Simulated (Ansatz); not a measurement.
```yaml
crystal:
  periodic: [false, false, false]
  atoms:
    - {symbol: S, position_ang: [-0.068250, -2.195037, 1.812519]}
    - {symbol: C, position_ang: [-0.001125, -0.836491, 0.698036]}
    - {symbol: C, position_ang: [1.218092, -0.179311, 0.551059]}
    - {symbol: C, position_ang: [1.326843, 0.897164, -0.312873]}
    - {symbol: C, position_ang: [0.227952, 1.331807, -1.039187]}
    - {symbol: C, position_ang: [-0.985201, 0.676654, -0.892063]}
    - {symbol: C, position_ang: [-1.104399, -0.401217, -0.029926]}
    - {symbol: H, position_ang: [-1.362253, -2.490837, 1.622140]}
    - {symbol: H, position_ang: [2.082421, -0.512663, 1.114667]}
    - {symbol: H, position_ang: [2.281701, 1.399577, -0.417744]}
    - {symbol: H, position_ang: [-1.852666, 1.305238, -1.153249]}
    - {symbol: H, position_ang: [-1.852666, 1.005238, -1.453249]}
    - {symbol: H, position_ang: [-2.059139, -0.903905, 0.075688]}
basis:
  gaussian: {orbitals: aug-cc-pVDZ}
magnetization: {spin_polarized: true, initial_magnetization: 0}
hamiltonian: {xc: {name: B97}}
scf: {lower_state_search: off}
output: {forces: true}
```

```sh
$ ansatz run in.yaml --threads 2 --pin off --events-out ev --progress --plain --max-ram 22528MiB --backend cpu
```

Output, abridged:

```
Functional definition: B97
2215 factors; integrals over basis functions are off by at most 8.1e-4 eV
mean field evaluation 1: about -17123.3717 eV, gradient 5.4e1 eV
mean field evaluation 2: about -16970.8105 eV, gradient 1.4e2 eV
mean field evaluation 4: about -17137.7266 eV, gradient 2.1e1 eV
mean field evaluation 8: about -17140.0619 eV, gradient 2.5e-1 eV
mean field evaluation 16: about -17140.0668 eV, gradient 4.2e-4 eV
mean field -17140.06682106 eV, -629.8858377194 hartree, gradient 4.2e-6 eV, S^2 0.000000; 0 other end points of the search recorded, 0 dependent functions left out
reference -17140.06689311 eV, -629.8858403673 hartree; 29, 29 occupied and 190, 190 virtual orbitals, 2215 factors
Total energy: -17140.06689311 eV, -629.8858403673 hartree
Atom 0 at    -0.068250    -2.195037     1.812519 Å, force     0.285634    -0.572044     0.533250 eV/Å
Atom 1 at    -0.001125    -0.836491     0.698036 Å, force    -0.590553     0.111492    -0.424155 eV/Å
Atom 2 at     1.218092    -0.179311     0.551059 Å, force     0.675787     0.180542     0.153742 eV/Å
Atom 3 at     1.326843     0.897164    -0.312873 Å, force    -0.094579    -0.567447    -0.036941 eV/Å
Atom 4 at     0.227952     1.331807    -1.039187 Å, force    -1.943937     2.087234    -1.882229 eV/Å
Atom 5 at    -0.985201     0.676654    -0.892063 Å, force     8.748000    -2.203528     3.419540 eV/Å
Atom 6 at    -1.104399    -0.401217    -0.029926 Å, force    -1.960495    -0.719092     0.261594 eV/Å
Atom 7 at    -1.362253    -2.490837     1.622140 Å, force    -0.401441    -0.141409    -0.014611 eV/Å
Atom 8 at     2.082421    -0.512663     1.114667 Å, force     0.252667    -0.135224     0.323404 eV/Å
Atom 9 at     2.281701     1.399577    -0.417744 Å, force     0.387197     0.134997    -0.056510 eV/Å
Atom 10 at    -1.852666     1.305238    -1.153249 Å, force    -2.267053    33.313823    31.475097 eV/Å
Atom 11 at    -1.852666     1.005238    -1.453249 Å, force    -2.698090   -31.059837   -33.953851 eV/Å
Atom 12 at    -2.059139    -0.903905     0.075688 Å, force    -0.393137    -0.429507     0.201670 eV/Å
Dipole moment:    -0.792616    -0.263880     0.056644 e Å
Checks for a lower state left out: stability, starts, cluster_reference, orbital_swaps, neighbouring_geometries, increment
```

In this input one atom was put on top of another. The calculation finished and met its thresholds. The result belongs to that input, not to the molecule as meant.
